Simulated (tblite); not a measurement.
Compound: C3H8BO3 (doublet state).
Bonds: C1–O2, O2–B3, B3–C4, C4–O5, B3–O6, O6–C7. Hydrogens: H8, H9, H10 on C1; H11, H12 on C4; H13, H14, H15 on C7.

Computed with GFN2-xTB (tblite), gas phase: L-BFGS steps from a force-field or distance-geometry start until the largest atomic force falls under 0.01 eV/Å.

Step 9: E = -650.3116 eV
```
atom  x, y, z in Å  |  force x, y, z in eV/Å
C1      2.1858   -0.7385   -0.3088    0.037   0.285   0.056
O2      1.2779    0.3574   -0.5457    0.229  -0.829   0.273
B3      0.0546    0.3722   -0.0008    0.275  -0.403  -0.222
C4     -0.4065    1.9317    0.3255    0.209   0.296  -0.037
O5     -1.5959    2.0642    0.8011   -0.361  -0.020   0.021
O6     -0.5873   -0.7375    0.4050   -0.326   0.125  -0.507
C7     -1.8889   -1.1354   -0.0227    0.299   0.085   0.069
H8      2.6554   -1.0756   -1.2445   -0.185   0.353   0.203
H9      2.9127   -0.2584    0.3589    0.218  -0.591  -0.140
H10     1.7214   -1.6155    0.1804   -0.013   0.600  -0.186
H11     0.4331    2.1096    1.0442   -0.213   0.159   0.161
H12    -0.1858    2.4952   -0.6054   -0.114  -0.053  -0.086
H13    -2.6019   -0.2938   -0.0295    0.308  -0.237   0.184
H14    -1.7911   -1.5402   -1.0455   -0.160   0.099   0.296
H15    -2.1880   -1.9273    0.6659   -0.204   0.131  -0.085
```

Step 10: E = -650.3939 eV
```
atom  x, y, z in Å  |  force x, y, z in eV/Å
C1      2.1972   -0.7258   -0.2933    0.346  -0.004   0.106
O2      1.3232    0.3978   -0.4647    0.179  -0.982   0.269
B3      0.0658    0.3639   -0.0103    0.250   0.050  -0.081
C4     -0.4229    1.9275    0.3073    0.170   0.287   0.021
O5     -1.6125    2.0760    0.7743   -0.523  -0.152   0.076
O6     -0.5719   -0.7494    0.3621   -0.345  -0.005  -0.607
C7     -1.8858   -1.1313   -0.0231    0.066   0.017   0.024
H8      2.6133   -1.0500   -1.2535   -0.014   0.368   0.041
H9      2.9852   -0.3266    0.3673   -0.048  -0.477  -0.270
H10     1.7381   -1.6269    0.1579   -0.119   0.705  -0.041
H11     0.4015    2.0985    1.0398   -0.124   0.202   0.164
H12    -0.2091    2.5011   -0.6128    0.024  -0.045  -0.207
H13    -2.6000   -0.2909   -0.0087    0.360  -0.150   0.161
H14    -1.8487   -1.5489   -1.0487   -0.024   0.151   0.410
H15    -2.1777   -1.9070    0.6846   -0.198   0.036  -0.066
```

Step 11: E = -650.4784 eV
```
atom  x, y, z in Å  |  force x, y, z in eV/Å
C1      2.2152   -0.7155   -0.2772    0.522  -0.314   0.070
O2      1.3675    0.4181   -0.3800    0.034  -0.766   0.228
B3      0.0821    0.3560   -0.0198    0.119   0.409   0.072
C4     -0.4400    1.9301    0.2916    0.068   0.146   0.062
O5     -1.6350    2.0832    0.7488   -0.443  -0.273   0.036
O6     -0.5621   -0.7590    0.3080   -0.146  -0.082  -0.577
C7     -1.8829   -1.1277   -0.0225   -0.185  -0.074  -0.018
H8      2.5739   -1.0197   -1.2616    0.164   0.350  -0.124
H9      3.0507   -0.3983    0.3696   -0.155  -0.283  -0.306
H10     1.7516   -1.6243    0.1366   -0.221   0.539   0.163
H11     0.3696    2.0914    1.0373   -0.066   0.268   0.160
H12    -0.2298    2.5058   -0.6242    0.116  -0.029  -0.250
H13    -2.5915   -0.2903    0.0133    0.281   0.045   0.135
H14    -1.9030   -1.5542   -1.0433    0.064   0.123   0.361
H15    -2.1710   -1.8876    0.7014   -0.152  -0.059  -0.012
```

Step 12: E = -650.5680 eV
```
atom  x, y, z in Å  |  force x, y, z in eV/Å
C1      2.2469   -0.7134   -0.2595    0.379  -0.385  -0.124
O2      1.4206    0.4318   -0.2661   -0.218  -0.493   0.162
B3      0.1039    0.3547   -0.0236    0.027   0.472   0.199
C4     -0.4647    1.9390    0.2750   -0.013  -0.072   0.064
O5     -1.6702    2.0849    0.7188   -0.153  -0.371  -0.076
O6     -0.5515   -0.7707    0.2273    0.156   0.000  -0.478
C7     -1.8849   -1.1247   -0.0212   -0.268  -0.125  -0.031
H8      2.5327   -0.9807   -1.2775    0.292   0.353  -0.137
H9      3.1185   -0.4827    0.3652   -0.082  -0.073  -0.275
H10     1.7635   -1.6140    0.1162   -0.306   0.147   0.366
H11     0.3333    2.0847    1.0327   -0.070   0.381   0.166
H12    -0.2489    2.5105   -0.6429    0.128  -0.032  -0.174
H13    -2.5769   -0.2855    0.0398    0.124   0.289   0.127
H14    -1.9645   -1.5579   -1.0290    0.069   0.019   0.176
H15    -2.1623   -1.8681    0.7229   -0.066  -0.108   0.037
```

**Question.** Estimate the geometry and energy of step 13. (The exact step hangs on the optimiser's Hessian estimate; all steps are aligned on step 12, rigid shifts and turns removed.)

**Answer.** E = -650.6293 eV, largest force 0.550 eV/Å
```
atom  x, y, z in Å  |  force x, y, z in eV/Å
C1      2.2739   -0.7187   -0.2529   -0.064  -0.360  -0.174
O2      1.4476    0.4199   -0.1882   -0.129   0.023   0.037
B3      0.1217    0.3577   -0.0219   -0.213   0.327   0.269
C4     -0.4815    1.9479    0.2671    0.013  -0.220   0.024
O5     -1.6960    2.0762    0.6986    0.086  -0.393  -0.171
O6     -0.5443   -0.7738    0.1603    0.210  -0.036  -0.303
C7     -1.8890   -1.1248   -0.0195   -0.146   0.029   0.031
H8      2.5141   -0.9474   -1.2882    0.347   0.269  -0.199
H9      3.1556   -0.5378    0.3544    0.166   0.084  -0.125
H10     1.7634   -1.5981    0.1110   -0.273  -0.272   0.392
H11     0.3089    2.0901    1.0334   -0.102   0.445   0.143
H12    -0.2572    2.5114   -0.6588    0.076  -0.061  -0.026
H13    -2.5622   -0.2779    0.0593    0.004   0.401   0.124
H14    -1.9999   -1.5584   -1.0124   -0.023  -0.126  -0.113
H15    -2.1597   -1.8584    0.7359    0.047  -0.110   0.092
```

The energy changes by -0.0613 eV. The first-order estimate −F·Δx gives -0.0923 eV and the mean of the old and new forces, exact on a quadratic surface, -0.0618 eV. The step makes an angle of 67° with the force vector and moves no atom by more than 0.083 Å.

What follows is the cost of the whole relaxation. Time: 0.33 s of wall time. Hardware: one thread of an Arm Neoverse V1, no GPU, shared host with 32 logical CPUs at a one-minute load of 37.
